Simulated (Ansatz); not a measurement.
`FCC(F)(F)C(F)(F)C(F)F` + H–F → `FCC(F)(F)F` + `FC(F)C(F)F`  (substitution at a C–C bond)

Calculated with Ansatz (gas phase, PBE0-D4/def2-TZVP geometries, no zero-point term in ΔE). CCSD(T)/CBS adds triple-zeta CCSD(T) − MP2 to the extrapolated MP2 energy (def2 sets, frozen cores). This one scheme is used for every species. Each species was taken in one conformer, which may not be the lowest.

| species | CCSD(T)/CBS(def2) energy (Eh) |
| --- | --- |
| `FCC(F)(F)C(F)(F)C(F)F` | -852.53201 |
| H–F | -100.39570 |
| `FCC(F)(F)F` | -476.47126 |
| `FC(F)C(F)F` | -476.45942 |

Question: Work out ΔE.

Answer: ΔE = (-476.47126) + (-476.45942) − (-852.53201) − (-100.39570) = -0.00297 Eh = -7.8 kJ/mol.

Question: What do rigid-rotor, harmonic-oscillator terms from PBE0-D4/def2-TZVP frequencies (298.15 K, 1 bar) make of the CCSD(T)/CBS value? (Estimate.)

Answer: Computed: ΔZPE = +8.7 kJ/mol, ΔH = -3.9 kJ/mol, ΔS = 29 J/(mol·K), ΔG = -12.4 kJ/mol. Modes under 50 cm⁻¹ make the entropy rough.

Largest T1 diagnostic among the species: 0.012.

The D4 term adds +13.9 kJ/mol with B3LYP and +8.1 kJ/mol with PBE0; it sums over pairs of atoms, weighted by their polarisabilities, and B3LYP, whose exchange is more repulsive, gets the larger term. In def2-TZVPP, CCSD(T) changes the Hartree–Fock value by +37.7 kJ/mol (the triples alone add +4.5 kJ/mol) and MP2 by +41.2 kJ/mol.

B3LYP here is the variant with VWN-RPA as its local correlation; programs differ in this.
